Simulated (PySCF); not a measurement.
**Shapes and spin states of OsH₄**

Computed with PySCF, PBE0, basis Os def2-TZVP with ECP60, H def2-TZVP (scalar-relativistic core potentials, no spin–orbit coupling, density fitting).

Relaxations began from a few typed shapes and spin states; open shells are unrestricted. The search is not exhaustive: other isomers or separated fragments can lie lower, and high-lying points may rest on an excited occupation.

| spin | group | bonds | angles | imaginary modes (cm⁻¹) | ΔE (kJ/mol) | ΔE with ZPE (kJ/mol) |
| --- | --- | --- | --- | --- | --- | --- |
| singlet | Td | Os–H 1.585 Å (×4) | H–Os–H 109.5° (×6) | none | 0.0 | 0.0 |
| singlet | C4v | Os–H 1.562 Å (×4) | H–Os–H 70.6° (×4), H–Os–H 109.7° (×2) | none | 12.8 | 13.2 |
| triplet | Cs | Os–H 1.579 Å (×2), Os–H 1.660 Å (×2) | H–Os–H 59.5°, H–Os–H 66.1° (×2), H–Os–H 122.3° (×2), H–Os–H 142.4° | none | 94.3 | 84.2 |
| triplet | D2d | H–H 0.970 Å (×2), Os–H 1.684 Å (×4) | H–H–Os 73.3° (×4), H–Os–H 33.5° (×2), H–Os–H 156.5° (×4) | none | 99.2 | 94.8 |
| triplet | C1 | Os–H 1.573 Å, Os–H 1.585 Å, Os–H 1.630 Å, Os–H 1.706 Å | H–Os–H 70.8°, H–Os–H 83.0°, H–Os–H 104.4°, H–Os–H 111.5°, H–Os–H 128.4° | none | 105.9 | 92.2 |
| triplet | Cs | Os–H 1.584 Å, Os–H 1.594 Å (×2), Os–H 1.716 Å | H–Os–H 75.6° (×2), H–Os–H 97.1°, H–Os–H 128.7° (×2), H–Os–H 131.3° | 293i | 106.9 | – |
| triplet | Cs | Os–H 1.558 Å, Os–H 1.577 Å, Os–H 1.667 Å (×2) | H–Os–H 71.5° (×2), H–Os–H 94.0°, H–Os–H 96.3° (×2), H–Os–H 141.5° | 519i | 111.3 | – |
| triplet | C2v | Os–H 1.562 Å (×2), Os–H 1.661 Å (×2) | H–Os–H 75.7° (×4), H–Os–H 85.4°, H–Os–H 140.8° | 88i, 64i | 112.3 | – |

The lowest minimum found is the singlet Td: Os–H 1.585 Å (×4); H–Os–H 109.5° (×6).

Formally Os is in oxidation state +4, d4, with 0 unpaired electrons (the high-spin count would be 4). The polar-tensor charge on Os, 0.71, is far below the formal one.

For the lowest minimum: stability towards spin polarisation was not tested. With an element this heavy the missing spin–orbit coupling can shift these numbers.
